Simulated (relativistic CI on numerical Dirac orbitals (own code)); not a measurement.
Electric-dipole transitions in La¹⁹⁺

Method of calculation: Dirac-Coulomb-Breit CI, KLI orbitals optimised for each configuration, model QED, unscaled Slater integrals (own radial code, finite nucleus).

Configuration list (outside the closed core [Ar] 3d10): 4s2.4p6.4d2, 4s2.4p5.4d3, 4s2.4p6.4d.4f, 4s.4p6.4d3, 4s2.4p5.4d2.4f, 4s2.4p6.4d.5s, 4s.4p6.4d2.4f, 4s2.4p6.4d.5p, 4s2.4p6.4f.5s, 4s2.4p6.4d.5d, 4s2.4p6.4f2, 4s2.4p5.4f3, 4s.4p6.4f3, 4s2.4p6.4f.5p, 4s2.4p5.4f2.5p, 4s.4p6.4f2.5p, 4s2.4p6.5s2, 4s2.4p5.4f.5s2, 4s.4p6.4f.5s2. Double excitations out of closed p, d and f shells are left out; levels of such configurations are missing from the list, as are those of other unlisted configurations, and high levels can miss mixing partners.

```tsv
λ vac (nm)	Lower	Upper	A (s⁻¹)	log gf	S velocity/length
6.3793	4s2.4p6.4d2 3F_4 [4]	4s2.4p6.4d.5p 3F°_3 [182]	2.14e+11	-0.04	0.91
6.3843	4s2.4p6.4d2 1G_4 [7]	4s2.4p6.4d.5p 1F°_3 [192]	3.49e+11	0.17	0.91
8.4104	4s2.4p6.4d2 3F_3 [2]	4s2.4p5.4d3 1G°_4 [137]	8.91e+10	-0.07	0.76
8.4875	4s2.4p6.4d2 3F_2 [1]	4s2.4p5.4d3 3D°_1 [128]	5.40e+11	0.24	0.67
8.5461	4s2.4p6.4d2 3F_4 [4]	4s2.4p5.4d3 1G°_4 [137]	1.08e+11	0.03	0.59
8.5519	4s2.4p6.4d2 3F_3 [2]	4s2.4p5.4d3 3D°_2 [131]	3.13e+11	0.23	0.67
8.5776	4s2.4p6.4d2 3F_4 [4]	4s2.4p6.4d.4f 1H°_5 [134]	8.45e+10	0.01	0.72
8.6280	4s2.4p6.4d2 3F_3 [2]	4s2.4p5.4d3 3D°_3 [130]	1.69e+11	0.12	0.71
8.6421	4s2.4p6.4d2 3F_3 [2]	4s2.4p5.4d3 3F°_4 [129]	9.22e+10	-0.03	0.71
8.6732	4s2.4p6.4d2 3P_2 [5]	4s2.4p5.4d3 1F°_3 [133]	4.00e+11	0.50	0.70
8.6762	4s2.4p6.4d2 3P_2 [5]	4s2.4p5.4d3 3S°_1 [132]	1.07e+12	0.56	0.65
8.7129	4s2.4p6.4d2 3P_1 [6]	4s2.4p5.4d3 3S°_1 [132]	6.75e+11	0.36	0.63
8.7513	4s2.4p6.4d2 3P_1 [6]	4s2.4p5.4d3 3D°_2 [131]	1.25e+12	0.86	0.71
8.7625	4s2.4p6.4d2 3P_0 [3]	4s2.4p5.4d3 3D°_1 [128]	9.86e+11	0.53	0.67
8.7709	4s2.4p6.4d2 3F_4 [4]	4s2.4p5.4d3 3D°_3 [130]	3.74e+11	0.48	0.69
8.7824	4s2.4p6.4d2 1G_4 [7]	4s2.4p5.4d3 1G°_4 [137]	1.58e+12	1.22	0.65
8.7854	4s2.4p6.4d2 3F_4 [4]	4s2.4p5.4d3 3F°_4 [129]	1.39e+12	1.16	0.71
8.7933	4s2.4p6.4d2 3P_2 [5]	4s2.4p5.4d3 3D°_3 [130]	6.39e+11	0.71	0.69
8.7995	4s2.4p6.4d2 3P_2 [8]	4s2.4p5.4d3 3D°_3 [138]	1.50e+12	1.09	0.72
8.8157	4s2.4p6.4d2 1G_4 [7]	4s2.4p6.4d.4f 1H°_5 [134]	1.34e+12	1.24	0.79
8.8259	4s2.4p6.4d2 3F_3 [2]	4s2.4p5.4d3 1D°_2 [126]	1.37e+11	-0.10	0.71
8.8437	4s2.4p6.4d2 3P_2 [8]	4s2.4p5.4d3 1D°_2 [136]	1.33e+12	0.89	0.77
8.8537	4s2.4p6.4d2 3P_2 [8]	4s2.4p5.4d3 3S°_1 [135]	1.53e+12	0.73	0.68
8.8814	4s2.4p6.4d2 1S_0 [9]	4s2.4p5.4d3 1P°_1 [139]	1.48e+12	0.72	0.70
8.8936	4s2.4p6.4d2 1G_4 [7]	4s2.4p5.4d3 1F°_3 [133]	8.40e+11	0.84	0.82
8.9212	4s2.4p6.4d2 3F_2 [1]	4s2.4p5.4d3 3F°_2 [119]	1.38e+12	0.92	0.74
8.9254	4s2.4p6.4d2 3F_4 [4]	4s2.4p6.4d.4f 1H°_5 [127]	1.28e+12	1.23	0.79
8.9499	4s2.4p6.4d2 3F_3 [2]	4s2.4p6.4d.4f 3G°_4 [122]	1.23e+12	1.13	0.78
8.9640	4s2.4p6.4d2 3F_3 [2]	4s2.4p5.4d3 3D°_2 [121]	9.04e+11	0.74	0.78
8.9749	4s2.4p6.4d2 3F_3 [2]	4s2.4p5.4d3 3F°_3 [120]	1.18e+12	1.00	0.73
8.9868	4s2.4p6.4d2 3F_4 [4]	4s2.4p5.4d3 3D°_3 [125]	8.49e+11	0.86	0.80
8.9989	4s2.4p6.4d2 3P_2 [5]	4s2.4p5.4d3 1D°_2 [126]	1.19e+12	0.86	0.76
9.0103	4s2.4p6.4d2 3P_2 [5]	4s2.4p5.4d3 3D°_3 [125]	2.13e+11	0.26	0.93
9.0104	4s2.4p6.4d2 3F_2 [1]	4s2.4p6.4d.4f 3G°_3 [118]	7.11e+11	0.78	0.79
9.0200	4s2.4p6.4d2 1G_4 [7]	4s2.4p5.4d3 3D°_3 [130]	3.42e+11	0.47	0.75
9.0287	4s2.4p6.4d2 3F_2 [1]	4s2.4p6.4d.4f 3G°_3 [117]	6.31e+11	0.73	0.78
9.0317	4s2.4p6.4d2 3F_2 [1]	4s2.4p5.4d3 3D°_1 [116]	7.64e+11	0.45	0.77
9.0353	4s2.4p6.4d2 1G_4 [7]	4s2.4p5.4d3 3F°_4 [129]	9.31e+10	0.01	0.77
9.0775	4s2.4p6.4d2 3P_2 [5]	4s2.4p6.4d.4f 3P°_1 [123]	4.00e+11	0.17	0.82
9.0808	4s2.4p6.4d2 3P_1 [6]	4s2.4p5.4d3 3P°_0 [124]	1.20e+12	0.17	0.81
9.1037	4s2.4p6.4d2 3F_4 [4]	4s2.4p6.4d.4f 3G°_4 [122]	1.20e+11	0.13	0.74
9.1177	4s2.4p6.4d2 3P_1 [6]	4s2.4p6.4d.4f 3P°_1 [123]	6.33e+11	0.37	0.78
9.1539	4s2.4p6.4d2 3P_2 [5]	4s2.4p5.4d3 3F°_3 [120]	2.24e+11	0.29	0.72
9.1833	4s2.4p6.4d2 3P_1 [6]	4s2.4p5.4d3 3D°_2 [121]	1.63e+11	0.01	0.97
9.3438	4s2.4p6.4d2 3P_0 [3]	4s2.4p5.4d3 3D°_1 [116]	2.33e+11	-0.04	0.94
```

Terms are leading LS components. Brackets give the number of a level in order of energy, since labels repeat. The list gives strong lines, with weight on those to low levels, among the lowest 200 of 1753 levels, so that lines to higher ones, which can be the strongest, are missing. Levels whose partners in the same complex of configurations lie outside the list can be far off, and so can their lines. Rates are taken at the computed energies, electric ones in the length gauge. A velocity-to-length ratio far from 1 marks an uncertain rate.

At this charge energies of transitions that change n are usually good to better than 1 %, and those within a shell (Δn = 0) to a few per cent. Terms inside the open d or f shell come out 10 to 20 % too wide with unscaled integrals.

LS names give the leading component of a level, which can be under half, so a name can repeat, a term be missing and a line seem to break the LS rules.
